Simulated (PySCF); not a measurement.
Species: C5H7F3O.
Numbering: `[CH3:1][C@@H:2]1[C@@H:3]([F:4])[C@H:5]1[O:6][CH:7]([F:8])[F:9]` (hydrogens: H10, H11, H12 on C1; H13 on C2; H14 on C3; H15 on C5; H16 on C7)

The same species was optimised twice, with GFN2-xTB and with PBE0-D3(BJ)/def2-SVP (PySCF), and the same property calculations (PySCF, gas phase) were run on both structures.

```csv
coordinate,GFN2-xTB,PBE0-D3(BJ)/def2-SVP,change
C5–O6 (Å),1.403,1.389,-0.014
C7–F8 (Å),1.364,1.352,-0.012
O6–C7 (Å),1.355,1.361,+0.006
C3–F4 (Å),1.362,1.356,-0.006
C7–F9 (Å),1.335,1.329,-0.006
C2–C3 (Å),1.496,1.491,-0.005
C3–C5 (Å),1.509,1.504,-0.005
C2–C5 (Å),1.505,1.500,-0.005
C1–C2 (Å),1.506,1.503,-0.003
C3–C5–O6 (°),119.7,118.0,-1.7
F8–C7–F9 (°),106.2,107.9,+1.7
C1–C2–C3 (°),120.8,122.3,+1.5
C1–C2–C5 (°),120.9,122.1,+1.2
O6–C7–F9 (°),108.2,107.1,-1.1
C2–C5–O6 (°),116.8,115.7,-1.1
F4–C3–C5 (°),118.2,117.3,-0.9
O6–C7–F8 (°),111.1,110.4,-0.7
C3–C5–O6–C7 (°),-72,-74,-2
C5–O6–C7–F8 (°),-68,-69,-1
```

Rotational constants: A = 2959, B = 914.4, C = 821.4 MHz (GFN2-xTB) against A = 2990, B = 930.9, C = 832.5 MHz (PBE0-D3(BJ)/def2-SVP). Point groups within 0.08 Å: C1 and C1.

On the GFN2-xTB structure: lowest singlet, TDDFT (eV) 7.21 [B3LYP/def2-SVPD]; isotropic polarisability (au) 66.0 [B3LYP/def2-SVPD]; HOMO (eV) -8.05 [B3LYP/def2-SVPD]; LUMO (eV) 0.26 [B3LYP/def2-SVPD]; dipole (D) 3.73 [B3LYP/def2-SVPD].

**Question.** What do these properties become on the PBE0-D3(BJ)/def2-SVP structure?

**Answer.** 
| property | level | on GFN2-xTB | on PBE0-D3(BJ)/def2-SVP | change |
| --- | --- | --- | --- | --- |
| lowest singlet, TDDFT (eV) | B3LYP/def2-SVPD | 7.21 | 7.22 | +0.01 |
| isotropic polarisability (au) | B3LYP/def2-SVPD | 66.0 | 66.2 | +0.2 |
| HOMO (eV) | B3LYP/def2-SVPD | -8.05 | -7.99 | +0.06 |
| LUMO (eV) | B3LYP/def2-SVPD | 0.26 | 0.28 | +0.02 |
| dipole (D) | B3LYP/def2-SVPD | 3.73 | 3.60 | -0.13 |
| energy, GFN2-xTB geometry as zero (kcal/mol) | B3LYP/def2-SVPD | 0.0 | -0.2 | -0.2 |

The heavy atoms differ by 0.041 Å rms after alignment. Among bonds between heavy atoms C5–O6 changes most (-0.014 Å). Changes are differences of the printed values. Neither structure is proved a minimum here.

Conformer computed: `[CH3:1][C@@H:2]1[C@@H:3]([F:4])[C@H:5]1[O:6][CH:7]([F:8])[F:9]`: C3–C5–O6–C7 -74°, C5–O6–C7–F8 -69°.
